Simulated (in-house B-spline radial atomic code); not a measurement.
Ionising the molybdenum ion Mo²⁺ with different functionals

Computed with a B-spline radial code for spherical atoms: scalar-relativistic (spin-free X2C) Hamiltonian, Fermi nucleus of rms radius 4.4091 fm, spin-polarised at highest spin, spherical fractional occupations for the functionals, and exact exchange of hybrids averaged over the configuration. The ionisation energy is the difference of two self-consistent energies, [Kr] 4d4 → [Kr] 4d3, without Breit or QED terms; ε is the level of the shell that loses the electron (its least bound occupied spin orbital). There is no spin-orbit coupling in this Hamiltonian.

| method | rung | ΔSCF (eV) | -ε(4d) (eV) |
| --- | --- | --- | --- |
| PBE0 | global hybrid | 27.74 | 23.52 |
| B3LYP | global hybrid | ? | ? |
| TPSSh | global hybrid | 27.69 | 22.47 |
| BHandHLYP | global hybrid | 27.38 | 24.83 |
| r2SCAN0 | global hybrid | 27.85 | 23.67 |
| B97-1 | global hybrid | 27.48 | 22.98 |
| HSE06 | range-separated hybrid | 27.73 | 23.10 |
| CAM-B3LYP | range-separated hybrid | 27.57 | 24.82 |
| LC-wPBE | range-separated hybrid | ? | ? |

Problem. What does LC-wPBE give?

Solution. ΔSCF 27.64 eV, and -ε(4d) = 26.34 eV.

Problem. What does B3LYP give?

Solution. ΔSCF 27.66 eV, and -ε(4d) = 23.08 eV.

Problem. Among the functionals, which spreads more, the ΔSCF values or the orbital energies?

Solution. The orbital energies: ΔSCF values span about 0.47 eV and the orbital energies 3.87 eV; here energy differences depend much less on the functional than eigenvalues do.

Problem. How do they compare with the NIST value?

Solution. NIST lists 27.1 eV ± 0.12 (semi-empirical, ground level to ground level). Errors run from +0.25 to +0.72 eV; BHandHLYP is closest (+0.25 eV), though others lie within the uncertainty of it, and part of that can be cancellation, since the calculations leave out spin-orbit coupling, Breit-QED terms, multiplet and fine-structure energies.
